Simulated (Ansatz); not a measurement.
Pulling on the O3–H4 bond in BeH2O (SMILES [BeH][OH]) (multiplicity 1 held, fragments rigid). Energies count from the point at 0.952 Å.
Geometry at that point (charge 0, multiplicity 1):
```xyz
4

Be    -0.7841    -0.3530     0.0298
H     -1.9953    -0.8949     0.0798
O      0.5111     0.1852    -0.0736
H      1.0425     0.8250     0.3897
```

Restricted levels (R-, RO-) in cc, def2 and unpolarised 6-31G sets keep to the state of the molecule at rest. U- levels take the lowest unrestricted solution at each point, which mixes spins at long bonds. Active spaces are followed from a long bond inwards. Levels need not reach the same state.

Frozen-core correlation.

Run with Ansatz (Gaussian basis) for Hartree–Fock, density functionals and correlated methods. Values without a source in brackets are computed.

Task: One of these levels gives 4.112 eV for the energy at R = 3.046 Å. Which?
A) CASSCF(4,3)/aug-cc-pVDZ
B) U-MP2/aug-cc-pVDZ
C) U-HF/aug-cc-pVDZ
D) R-HF/aug-cc-pVDZ

Result: C, U-HF/aug-cc-pVDZ. The others give 9.645 (R-HF/aug-cc-pVDZ), 5.737 (U-MP2/aug-cc-pVDZ), 4.735 (CASSCF(4,3)/aug-cc-pVDZ)

Doubts at one or more of the structures used: a restricted determinant that unrestricted orbitals would lower (R-HF/aug-cc-pVDZ); a spin-contaminated determinant (U-HF/aug-cc-pVDZ, U-MP2/aug-cc-pVDZ); active orbitals that take no part (CASSCF(4,3)/aug-cc-pVDZ).

Ansatz is a quantum-chemistry and plane-wave program.
